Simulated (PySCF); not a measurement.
A GIAO shielding run with PySCF 2.14.0 with density-fitted response routines (density fitting, non-relativistic, gas phase) on SMILES C[N@+]1(CC2CC2)[BH2-]CCC1, C$_{8}$H$_{18}$BN:

```
$ OMP_NUM_THREADS=1 python probes_run.py task.json out

{"job": {"kind": "nmr", "xc": "B3LYP", "basis": "pcSseg-1", "pop": false}, "charge": 0, "multiplicity": 1}
C     -0.431575    -1.202915     1.064676
N     -0.540917    -0.479764    -0.210811
C      0.741662    -0.503680    -0.949350
C      1.881654     0.174435    -0.247599
C      3.278032    -0.132828    -0.701523
C      2.815953    -0.589911     0.647493
B     -1.112388     1.058720     0.058334
C     -2.723875     0.788377     0.118601
C     -2.942600    -0.641809    -0.415531
C     -1.623362    -1.062897    -1.045175
H      0.338997    -0.730271     1.681248
H     -1.385918    -1.141107     1.598929
H     -0.174857    -2.261466     0.889072
H      1.004097    -1.555524    -1.169584
H      0.547523     0.004106    -1.905194
H      1.669731     1.211589     0.027240
H      3.991433     0.692323    -0.761833
H      3.406951    -0.891223    -1.480017
H      3.205816    -0.083127     1.533959
H      2.636547    -1.660253     0.786861
H     -0.759012     1.688099    -0.938374
H     -0.574386     1.475970     1.077453
H     -3.254922     1.519333    -0.510441
H     -3.153990     0.888535     1.127736
H     -3.211853    -1.341387     0.392913
H     -3.749724    -0.725757    -1.160091
H     -1.483708    -2.153640    -1.144109
H     -1.517567    -0.611502    -2.042611
```

Hardware: 1 thread of an Intel Xeon, shared host. The job also computes ring-centre shieldings.

Question: How large is the calculation?

Answer: 78 electrons, 260 basis functions and 1332 auxiliary functions.

Question: How long does it take, and how much memory does it need?

Answer: 2.6 min of wall time, with 14 SCF cycles and 4 response iterations; peak memory 1.2 GiB. Times on a shared host scatter by some tens of per cent.

Question: And these other runs on the same molecule and hardware: GIAO shielding at PBE0/pcSseg-1?

Answer: PBE0/pcSseg-1: 260 functions, 3.2 min.
